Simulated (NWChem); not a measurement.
System: Si$_{2}$H$_{4}$OClF; SMILES [SiH3][Si@@](F)(O)Cl

Here is an NWChem input.

```
start job
memory heap 200 mb stack 900 mb global 1100 mb
geometry units angstroms noautosym nocenter noautoz
  O      1.357930     0.108084    -1.346379
  Si     0.390488     0.050643    -0.020236
  F      1.276950     0.317867     1.311255
  Si    -0.663826    -2.020183     0.085964
  Cl    -0.986952     1.589043    -0.067477
  H      1.788101     0.940113    -1.572040
  H      0.354375    -3.109899     0.142813
  H     -1.519596    -2.184399    -1.125341
  H     -1.514726    -2.059212     1.311244
end
basis spherical
  * library pcsseg-1
end
dft
  xc slater vwn_5
  iterations 150
end
property
  shielding
end
task dft property
```

Excerpt of the output:

```
             Northwest Computational Chemistry Package (NWChem) 7.3.0
             --------------------------------------------------------

                             Geometry "geometry" -> ""
                             -------------------------

 Output coordinates in angstroms (scale by  1.889725989 to convert to a.u.)

  No.       Tag          Charge          X              Y              Z
 ---- ---------------- ---------- -------------- -------------- --------------
    1 O                    8.0000     1.35793000     0.10808400    -1.34637900
    2 Si                  14.0000     0.39048800     0.05064300    -0.02023600
    3 F                    9.0000     1.27695000     0.31786700     1.31125500
    4 Si                  14.0000    -0.66382600    -2.02018300     0.08596400
    5 Cl                  17.0000    -0.98695200     1.58904300    -0.06747700
    6 H                    1.0000     1.78810100     0.94011300    -1.57204000
    7 H                    1.0000     0.35437500    -3.10989900     0.14281300
    8 H                    1.0000    -1.51959600    -2.18439900    -1.12534100
    9 H                    1.0000    -1.51472600    -2.05921200     1.31124400

 Effective nuclear repulsion energy (a.u.)     371.3959587558

                              NWChem Property Module
                              ----------------------

  itol2e modified to match energy
  convergence criterion.

                                 NWChem DFT Module
                                 -----------------

 Summary of "ao basis" -> "ao basis" (spherical)
 ------------------------------------------------------------------------------
       Tag                 Description            Shells   Functions and Types
 ---------------- ------------------------------  ------  ---------------------
 O                          pcsseg-1                 7       17   3s3p1d
 Si                         pcsseg-1                10       24   4s5p1d
 F                          pcsseg-1                 7       17   3s3p1d
 Cl                         pcsseg-1                10       24   4s5p1d
 H                          pcsseg-1                 3        5   2s1p

  itol2e modified to match energy
  convergence criterion.

[...]

          -----------------------------------------
          Chemical Shielding Tensors (GIAO, in ppm)
          -----------------------------------------

                                NWChem CPHF Module
                                ------------------

  scftype          =     RHF
  nclosed          =       33
  nopen            =        0
  variables        =     3069
  # of vectors     =        3
  tolerance        = 0.10D-03
  level shift      = 0.00D+00
  max iterations   =       50
  max subspace     =       30

 SCF residual:    9.7478385521562486E-005

Iterative solution of linear equations
  No. of variables     3069
  No. of equations        3
  Maximum subspace       30
        Iterations       50
       Convergence  1.0D-04

   iter   nsub   residual    time
   ----  ------  --------  ---------
     1      3    2.69D-05      71.0

      Atom:    1  O
        Diamagnetic
    389.4001      7.4256    -17.3739
      7.4256    387.3127     -4.7637
    -17.3739     -4.7637    394.0645

        Paramagnetic
   -129.0350    -13.5449     -2.1732
    -13.5449   -208.2044     -3.8275
     -2.1732     -3.8275   -147.1085

        Total Shielding Tensor
    260.3651     -6.1193    -19.5471
     -6.1193    179.1083     -8.5912
    -19.5471     -8.5912    246.9560

           isotropic =     228.8098
          anisotropy =      68.2735

          Principal Components and Axis System
                 1           2           3
              274.3255    234.9867    177.1173

      1         0.8137      0.5712      0.1077
      2         0.0001     -0.1855      0.9826
      3        -0.5812      0.7996      0.1510

      Atom:    2  Si
        Diamagnetic
    881.3732     -1.7548      0.1985
     -1.7548    882.3633      0.2979
      0.1985      0.2979    880.6547

        Paramagnetic
   -579.2575     18.5486     -7.8235
     18.5486   -548.2977     -5.4523
     -7.8235     -5.4523   -567.0321

        Total Shielding Tensor
    302.1157     16.7937     -7.6251
     16.7937    334.0656     -5.1544
     -7.6251     -5.1544    313.6226

           isotropic =     316.6013
          anisotropy =      40.0822

          Principal Components and Axis System
                 1           2           3
              343.3227    312.8876    293.5935

      1         0.4051     -0.1369      0.9040
      2         0.8776      0.3354     -0.3425
      3        -0.2563      0.9321      0.2560

      Atom:    3  F
        Diamagnetic
    472.8437      1.6740     13.6666
      1.6740    463.7607      3.4658
     13.6666      3.4658    482.9028

        Paramagnetic
   -209.9534      7.2462     21.2134
      7.2462   -272.2551     24.3012
     21.2134     24.3012   -202.1226

        Total Shielding Tensor
    262.8903      8.9202     34.8800
      8.9202    191.5056     27.7669
     34.8800     27.7669    280.7802

           isotropic =     245.0587
          anisotropy =     103.4689

          Principal Components and Axis System
                 1           2           3
              314.0380    237.5791    183.5590

      1         0.5755      0.8177      0.0150
      2         0.2204     -0.1727      0.9600
      3         0.7876     -0.5492     -0.2796

      Atom:    4  Si
        Diamagnetic
    880.9873      2.7796     -0.1643
      2.7796    886.7769     -0.3584
     -0.1643     -0.3584    879.4619

        Paramagnetic
   -444.3831     -1.9583      0.1082
     -1.9583   -438.9857     -0.2951
      0.1082     -0.2951   -441.9599

[...]
```

Level: LDA (Slater exchange, VWN5)/pcSseg-1, GIAO. Geometry: optimised at PBE0/def2-SVP. The printed shielding anisotropy is the first printed principal value minus the mean of the other two.
